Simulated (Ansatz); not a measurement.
Two isomers of CH6AlFOSi: A = `C[O][Al]([F])[SiH3]`, B = `F[CH2][AlH][O][SiH3]`.

Gas-phase electronic energies from Ansatz, PBE0-D4/def2-TZVP geometries. CBS: MP2 limit from def2 TZ/QZ plus the TZ coupled-cluster correction, frozen cores. Functionals use def2-TZVPP. B3LYP here is the variant with VWN-RPA as its local correlation; programs differ in this. Each species was taken in one conformer, which may not be the lowest.

Problem. Which is lower in electronic energy at CCSD(T)/CBS, and by how much? (An estimate is asked.)

Solution. Ansatz gave: A, by 25.9 kcal/mol.

Problem. Give E(B) − E(A) in kcal/mol with CCSD(T)/def2-TZVPP, CCSD/def2-TZVPP, PBE-D4, B3LYP-D4, MP2/def2-TZVPP, r2SCAN-D4, B3LYP. (An estimate is asked.)

Solution. Computed: CCSD(T)/def2-TZVPP 26.0, CCSD/def2-TZVPP 25.5, PBE-D4 28.4, B3LYP-D4 24.7, MP2/def2-TZVPP 25.5, r2SCAN-D4 26.3, B3LYP 25.0. None reverses the order clearly.

Largest T1 diagnostic: 0.013.

In def2-TZVPP, CCSD(T) changes the Hartree–Fock value by +4.6 kcal/mol (the triples alone add +0.5 kcal/mol) and MP2 by +4.2 kcal/mol. From PBE to PBE0 (25 % exact exchange), in def2-TZVPP and without D4, E(B) − E(A) moves by −0.9 kcal/mol.
